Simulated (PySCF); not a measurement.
Species: C₈H₆N₂.
Bonds: C1–C2 (double), C2–C3, C3–N4 (triple), C2–C5, C5–C6 (double), C5–C7, C7–C8 (double), C7–C9, C9–N10 (triple). Hydrogens: H11, H12 on C1; H13, H14 on C6; H15, H16 on C8.

The closed-shell SCF was solved with PySCF and density fitting under several settings on one GFN2-xTB geometry (grid level 2 and gas phase unless stated).

```
                                  settings  basis functions  SCF cycles     E (Eh)  HOMO (eV)  LUMO (eV)  dipole (D)
mPW1PW91/pcSseg-0, IEF-PCM tetrahydrofuran              102          13  -416.8392      -7.50      -1.94        4.57
                           LC-wPBE/pcseg-1              170          14  -417.4640     -10.22      -0.11        3.43
```

Question: Estimate the rows for these settings: (1) PBE0/def2-SVPD, IEF-PCM acetonitrile, grid level 1, fitting basis def2-universal-jkfit; (2) BHandHLYP/6-31++G**; (3) HF/6-31++G**, grid level 3, level shift 0.1 Eh.

Answer: 
| settings | basis functions | SCF cycles | E (Eh) | HOMO (eV) | LUMO (eV) | dipole (D) |
| --- | --- | --- | --- | --- | --- | --- |
| PBE0/def2-SVPD, IEF-PCM acetonitrile, grid level 1, fitting basis def2-universal-jkfit | 248 | 11 | -417.0851 | -7.34 | -1.92 | 4.95 |
| BHandHLYP/6-31++G** | 216 | 13 | -417.6257 | -8.46 | -1.26 | 3.53 |
| HF/6-31++G**, grid level 3, level shift 0.1 Eh | 216 | 13 | -415.2782 | -9.62 | 0.86 | 3.80 |

Question: Over all rows, what range does the HOMO–LUMO gap span?

Answer: From 5.42 eV (PBE0/def2-SVPD, IEF-PCM acetonitrile, grid level 1, fitting basis def2-universal-jkfit) to 10.48 eV (HF/6-31++G**, grid level 3, level shift 0.1 Eh). The functional of the narrowest has 25 % exact exchange, that of the widest 100 % exact exchange.

Whole jobs, the steps after the SCF included, on one thread of an Intel Xeon at 2.50 GHz, no GPU, on a shared host:

```json
{"settings": "mPW1PW91/pcSseg-0, IEF-PCM tetrahydrofuran", "work after the SCF": "shieldings", "wall time": "27 s", "peak memory": "0.66 GiB"}
{"settings": "LC-wPBE/pcseg-1", "work after the SCF": "spin–spin couplings from 6 perturbed nuclei, spin–dipole term left out", "wall time": "1.7 min", "peak memory": "0.84 GiB"}
{"settings": "PBE0/def2-SVPD, IEF-PCM acetonitrile, grid level 1, fitting basis def2-universal-jkfit", "work after the SCF": "12 singlets by full TDDFT, 5 Tamm–Dancoff triplets, polarisability", "wall time": "2.0 min", "peak memory": "1.1 GiB"}
{"settings": "BHandHLYP/6-31++G**", "work after the SCF": "spin–spin couplings from 6 perturbed nuclei, spin–dipole term left out", "wall time": "96 s", "peak memory": "0.95 GiB"}
{"settings": "HF/6-31++G**, grid level 3, level shift 0.1 Eh", "work after the SCF": "shieldings, charges and field gradients", "wall time": "48 s", "peak memory": "0.87 GiB"}
```

Cycle counts include a coarse-grid stage where the run had one. All basis functions are spherical, in the Pople sets too. The species at its GFN2-xTB geometry (one conformer only).

Shape of the structure used: `[CH2:1]=[C:2]([C:3]#[N:4])[C:5](=[CH2:6])[C:7](=[CH2:8])[C:9]#[N:10]`: C1–C2–C5–C6 147°, C2–C5–C7–C8 -33°.
